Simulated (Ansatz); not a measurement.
`[C-]#[N+]CCCCCCCCCC`, 33 atoms. Hardware: 4 threads of Arm Neoverse V2 on a shared host.

Correlated methods freeze 12 core orbitals.

Question: How many basis functions does each of these Ansatz runs have, and roughly what does it cost? r2SCANh-D4/def2-SVP, charge -1 doublet at the geometry of the charge 0 singlet, energy, from earlier orbitals; r2SCANh-D4/def2-TZVP, charge 0 singlet, energy and forces, from earlier orbitals; PBE0-D4/def2-TZVP, charge 0 singlet, energy and forces, from earlier orbitals; MP2/def2-SVP, charge 0 singlet, energy, from earlier orbitals; r2SCANh-D4/def2-SVP, charge 1 doublet at the geometry of the charge 0 singlet, energy, from earlier orbitals; B97M-V/def2-TZVP, charge 0 singlet, energy, from earlier orbitals; PBE-D4/def2-SVP, charge 0 triplet at the geometry of the charge 0 singlet, energy, from earlier orbitals; PBE-D4/def2-TZVP, charge 0 singlet, energy, from earlier orbitals; PBE-D4/def2-SVP, charge 0 singlet, relaxation, 5 steps; HF/STO-3G, charge 0 singlet, energy; r2SCAN-D4/def2-TZVP, charge 0 singlet, energy, from earlier orbitals; PBE0-D4/def2-SVP, charge 1 doublet at the geometry of the charge 0 singlet, energy.

Answer: Other jobs shared the machine, so times can vary by a factor of up to 3. A dash marks memory too small to be measured apart from the calling script's.

| run | functions | fitting or Cholesky vectors | wall time | peak host memory (GiB) |
| --- | --- | --- | --- | --- |
| HF/STO-3G, charge 0 singlet, energy | 81 | 1166 | 0.6 s | – |
| PBE-D4/def2-TZVP, charge 0 singlet, energy, from earlier orbitals | 498 | 3059 | 8.5 s | 1.1 |
| MP2/def2-SVP, charge 0 singlet, energy, from earlier orbitals | 273 | 2855 | 9 s | 0.98 |
| r2SCAN-D4/def2-TZVP, charge 0 singlet, energy, from earlier orbitals | 498 | 3059 | 17 s | 1.2 |
| PBE-D4/def2-SVP, charge 0 singlet, relaxation, 5 steps | 273 | 3128 | 18 s | – |
| PBE-D4/def2-SVP, charge 0 triplet at the geometry of the charge 0 singlet, energy, from earlier orbitals | 273 | 3128 | 24 s | 1.3 |
| PBE0-D4/def2-TZVP, charge 0 singlet, energy and forces, from earlier orbitals | 498 | 3059 | 33 s | 2.5 |
| r2SCANh-D4/def2-TZVP, charge 0 singlet, energy and forces, from earlier orbitals | 498 | 3059 | 42 s | 2.5 |
| B97M-V/def2-TZVP, charge 0 singlet, energy, from earlier orbitals | 498 | 3059 | 42 s | 1.4 |
| PBE0-D4/def2-SVP, charge 1 doublet at the geometry of the charge 0 singlet, energy | 273 | 3128 | 61 s | 2.7 |
| r2SCANh-D4/def2-SVP, charge 1 doublet at the geometry of the charge 0 singlet, energy, from earlier orbitals | 273 | 3128 | 85 s | 2.7 |
| r2SCANh-D4/def2-SVP, charge -1 doublet at the geometry of the charge 0 singlet, energy, from earlier orbitals | 273 | 2855 | 1.7 min | 1.7 |
